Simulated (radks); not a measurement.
The lutetium ion Lu63+, 8 electrons, occupied as [He] 2s2 2p3 3p1 (not the ground configuration). Method: scalar-relativistic Kohn-Sham, r2SCAN, spin-polarised, spherical densities, finite nucleus; open shells are filled with parallel spins first (spin-orbit coupling, left out, can overturn this in heavy ions); meta-GGA in the generalised Kohn-Sham scheme; Fermi nuclear charge, rms radius 5.37 fm; computed with a radial shooting solver on a logarithmic mesh with Libxc functionals.

Radial electron density D(r) = 4 pi r^2 rho(r):

| r (bohr) | D(r) (e/bohr) | spin D(r) |
|---|---|---|
| 0.001208 | 8.406 | 0.000113 |
| 0.00134 | 9.856 | 0.000550 |
| 0.001499 | 11.67 | 0.00131 |
| 0.001663 | 13.62 | 0.00241 |
| 0.001845 | 15.85 | 0.00408 |
| 0.002064 | 18.61 | 0.00679 |
| 0.00229 | 21.53 | 0.0106 |
| 0.002562 | 25.08 | 0.0166 |
| 0.002842 | 28.78 | 0.0247 |
| 0.003154 | 32.88 | 0.0365 |
| 0.003528 | 37.74 | 0.0549 |
| 0.003914 | 42.65 | 0.0795 |
| 0.004343 | 47.91 | 0.114 |
| 0.004858 | 53.90 | 0.168 |
| 0.00539 | 59.65 | 0.239 |
| 0.006029 | 65.92 | 0.346 |
| 0.00669 | 71.63 | 0.486 |
| 0.007423 | 77.04 | 0.679 |
| 0.008303 | 82.27 | 0.967 |
| 0.009213 | 86.32 | 1.33 |
| 0.01031 | 89.51 | 1.87 |
| 0.01143 | 91.17 | 2.54 |
| 0.01269 | 91.37 | 3.43 |
| 0.01419 | 89.88 | 4.68 |
| 0.01575 | 86.93 | 6.18 |
| 0.01747 | 82.69 | 8.07 |
| 0.01954 | 77.06 | 10.6 |
| 0.02169 | 71.39 | 13.5 |
| 0.02426 | 65.55 | 17.1 |
| 0.02691 | 61.08 | 20.9 |
| 0.02986 | 58.12 | 25.2 |
| 0.0334 | 57.06 | 29.9 |
| 0.03706 | 58.11 | 34.2 |
| 0.04113 | 60.77 | 38.0 |
| 0.046 | 64.56 | 41.1 |
| 0.05104 | 67.82 | 42.7 |
| 0.05709 | 69.68 | 42.5 |
| 0.06335 | 68.84 | 40.5 |
| 0.07029 | 65.00 | 36.8 |
| 0.07862 | 57.65 | 31.5 |
| 0.08724 | 48.65 | 25.9 |
| 0.09758 | 38.08 | 20.1 |
| 0.1083 | 28.86 | 15.5 |
| 0.1201 | 21.27 | 12.3 |
| 0.1344 | 15.42 | 10.1 |
| 0.1491 | 11.92 | 9.02 |
| 0.1654 | 9.675 | 8.26 |
| 0.1851 | 7.867 | 7.30 |
| 0.2053 | 6.272 | 6.06 |
| 0.2297 | 4.508 | 4.45 |
| 0.2548 | 2.969 | 2.95 |
| 0.2828 | 1.722 | 1.72 |
| 0.3163 | 0.8156 | 0.815 |
| 0.3509 | 0.3454 | 0.345 |
| 0.3894 | 0.1228 | 0.123 |
| 0.4356 | 0.03250 | 0.0325 |
| 0.4833 | 0.007586 | 0.00759 |
| 0.5406 | 0.001217 | 0.00122 |
| 0.5998 | 0.0001699 | 0.000170 |

D(r) has 2 maxima, at r = 0.0122, 0.0585 bohr, and minima at 0.0331 bohr, inside which lie 2.20 electrons.
